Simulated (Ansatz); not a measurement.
`N[SiH2]S[SiH3]` + `B[CH2][GeH3]` → `BC[SiH2]S[SiH3]` + `[NH2][GeH3]`  (redistribution)

Program: Ansatz. Geometries: PBE0-D4/def2-TZVP. ΔE: electronic, gas phase. CBS: MP2 limit from def2 TZ/QZ plus the TZ coupled-cluster correction, frozen cores. Functionals use def2-TZVPP. B3LYP here is the variant with VWN-RPA as its local correlation; programs differ in this. For Ge outer-core shells are correlated without core-valence functions, which leaves a few kJ/mol of doubt a bond. Scalar relativity is left out up to krypton. One conformer a species, not always the lowest.

```tsv
level	ΔE (kJ/mol)	difference from CCSD(T)/CBS
r2SCAN-D4	45.5	-2.7
PBE0-D4	42.8	-5.4
ωB97M-V	44.3	-3.9
PBE	46.7	-1.5
r2SCAN	47.0	-1.2
B3LYP	55.9	7.7
HF/def2-TZVPP	59.1	10.9
SCS-MP2/def2-TZVPP	47.3	-0.9
SCS-MP2/def2-QZVPP	48.7	0.5
MP2/CBS(def2)	48.3	0.1
CCSD(T)/CBS	48.2	0
```

Largest T1 diagnostic among the species: 0.012.

In def2-TZVPP, CCSD(T) changes the Hartree–Fock value by −13.2 kJ/mol (the triples alone add −2.6 kJ/mol) and MP2 by −13.1 kJ/mol. The D4 term adds −9.2 kJ/mol with B3LYP and −5.1 kJ/mol with PBE0; it sums over pairs of atoms, weighted by their polarisabilities, and B3LYP, whose exchange is more repulsive, gets the larger term.
